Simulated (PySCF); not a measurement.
## Two-component Hartree-Fock for O(3+) (oxygen, charge +3)

Start: [He] 2s2 2p1; 2p1/2 filled at m_j = +1/2. Calculated with PySCF 2.14 in x2c-QZVPPall-2c: generalised Hartree-Fock with the X2C-1e Hamiltonian and a Gaussian nucleus; one run each with spin-orbit coupling (SO) switched off, then screened by Boettger's factors.

```
spinor shell  electrons  ε, spin-free (eV)  ε, screened SO (eV)  weight of nominal j (screened SO)  rms radius, screened SO (bohr)
       1s1/2          2            -635.64              -635.63                              1.000                           0.229
       2s1/2          2            -88.439              -88.434                              0.999                            1.07
       2p1/2          1            -78.137              -78.169                              0.923                            1.00
```

```
   quantity  spin-free  screened SO
E (hartree)  -71.15335    -71.15453
        M_J        1/2          1/2
       ⟨J²⟩      1.092        0.985
       ⟨L²⟩      2.010        2.010
       ⟨S²⟩      0.753        0.753
```

Each row is a mean over spinors that exchange with the open shell spreads, by up to 1.213 eV (2s1/2).

⟨J²⟩ departs a little from M_J(M_J + 1) because the unrestricted spinors polarise the closed shells.

Without spin-orbit coupling the j labels of p, d and f shells carry no meaning; the spin-free column gives the mean over the occupied spinors of each nl shell, and its ⟨J²⟩ belongs to a mixture of degenerate components.
